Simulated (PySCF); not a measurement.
**How the method changes the constants of BeP⁻**

State: ³Π (triplet), unpaired electrons σ ↑, π ↑. Set-up: PySCF, no relativity, basis sets Be aug-pcseg-1, P aug-pcseg-1. De refers to Be + P⁻ in their high-spin ground configurations, without counterpoise correction. The functionals are run spin-unrestricted. A positive dipole points towards P; it is taken about the centre of mass and depends on that origin.

```csv
Level,Re (Å),ωe (cm⁻¹),De (eV),μ (D)
UHF-MP2,1.989,708,n/a,n/a
UHF-SCS-MP2,1.994,696,n/a,n/a
UHF-CCSD,1.996,687,n/a,n/a
UHF-CCSD(T),2.005,674,n/a,n/a
PBE,1.984,701,2.69,2.05
PBEsol,1.980,707,2.84,2.10
BP86,1.987,695,2.60,2.00
r²SCAN,1.978,718,2.77,1.70
TPSSh,1.982,706,2.56,1.87
PBE0,1.970,725,2.59,1.70
```

The bond length runs from 1.970 Å (PBE0) to 2.005 Å (UHF-CCSD(T)). De spans 2.56 eV (TPSSh, hybrid meta-GGA) to 2.84 eV (PBEsol, GGA).

Correlated steps freeze 5 core orbitals. For an ion De counts to the pair picked by the measured ionisation energies or electron affinities, which need not be the lowest pair at this level. The highest Kohn–Sham level is positive in this anion. Much of that is self-interaction error, but it also means that the finite basis helps to hold the extra electron. The state was picked by a PBE0 search and need not be the measured ground state.
